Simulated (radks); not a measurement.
Problem. All-electron atom: Mg3+ in [He] 2s2 2p5 (the NIST ground configuration). All-electron calculation, Dirac Kohn-Sham, PBE, spin-unpolarised, spherical densities, finite nucleus; open shells are shared between the two j in proportion to 2j + 1; Fermi nuclear charge, rms radius 3.057 fm. Program: a radial shooting solver on a logarithmic mesh with Libxc functionals. Some entries of the table are withheld. Estimate them.

| orbital | occ. | eigenvalue (Ry) | <1/r> (bohr^-1) | r(max) (bohr) |
|---|---|---|---|---|
| 1s1/2 | 2 | (1) | 11.63 | 0.08506 |
| 2s1/2 | 2 | -9.48366 | 2.178 | 0.5374 |
| 2p1/2 | 1.66667 | (2) | 2.066 | 0.4632 |
| 2p3/2 | 3.33333 | (3) | 2.058 | 0.4646 |

Solution. 
(1) 1s1/2 eigenvalue (Ry): -96.80745
(2) 2p1/2 eigenvalue (Ry): -7.08714
(3) 2p3/2 eigenvalue (Ry): -7.06337
